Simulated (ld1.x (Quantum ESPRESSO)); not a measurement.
**What one change does to a pseudopotential (Co, ultrasoft)**

Co (Z = 27), ultrasoft, made with ld1.x (Quantum ESPRESSO) 7.5 (LDA (PZ), scalar-relativistic). Core [Ne], reference 3s2 3p6 3d7 4s1 4p1. Waves: 3s (bound): rcut 1.30, rcutus 1.50 bohr; 4s (bound): rcut 1.30, rcutus 1.50 bohr; 3p (bound): rcut 1.10, rcutus 1.15 bohr; 4p (bound): rcut 1.10, rcutus 1.15 bohr; 3d (bound): rcut 0.90, rcutus 1.15 bohr; 3d channel at 0.2 Ry: rcut 0.90, rcutus 1.15 bohr. Local part: all-electron potential smoothed inside 1.25 bohr (lloc = -2). Core correction: a·sin(br)/r model core inside 0.65 bohr. Augmentation charge: PSQ, radius 0.95 bohr.

All-electron outer shells of the reference configuration (LDA (PZ), scalar-relativistic, ld1.x):

```
shell  level (eV)  outermost node (bohr)  outermost maximum (bohr)
   2s     -898.85                   0.08                      0.21
   2p     -771.21                      –                      0.17
   3s     -103.71                   0.31                      0.67
   3p      -67.36                   0.28                      0.68
   3d      -10.25                      –                      0.66
   4s       -6.84                   0.96                      2.26
   4p       -2.26                   1.05                      3.05
```

Change: all radii but the core radius scaled by about 1.23 (s 1.84, p 1.42, d 1.42 bohr, rcut 1.60/1.34/1.10); local potential all-electron potential smoothed inside 1.54 bohr (lloc = -2); augmentation PSQ, radius 1.16 bohr.

Cutoffs: the cutoffs (Ry, on a coarse ladder) from which the occupation-weighted sum of valence levels, in a spherical-Bessel basis at the reference potential, stays within 10 and 1 mRy of its value at 400 Ry; they do not see the model core or the augmentation charge, which bear on the density cutoff. Errors are all-electron minus pseudo energies relative to the spin-unpolarised reference configuration.

Question: What does the change do?

Answer: The potential gets softer (100 Ry and 180 Ry → 70 Ry and 100 Ry); the number of tests with a reliable result goes from 9 to 0 (the test run of the changed file stopped, so its transferability is not established); neither file shows a bound ghost. A larger radius leaves more room for a smooth pseudo-wave, so fewer plane waves are needed.

```tsv
quantity	base	changed
cutoff, loose	100 Ry	70 Ry
cutoff, tight	180 Ry	100 Ry
loose cutoff by channel (10 mRy a level)	s 40 Ry, p 55 Ry, d 70 Ry	s 30 Ry, p 50 Ry, d 45 Ry
bound ghosts	none	none
tests with a reliable result	9 of 9	0 of 9 (the test run stopped)
lowest overlap eigenvalue by channel	s 0.08, p 0.32, d 0.89	s 0.12, p 0.10, d 1.00
```
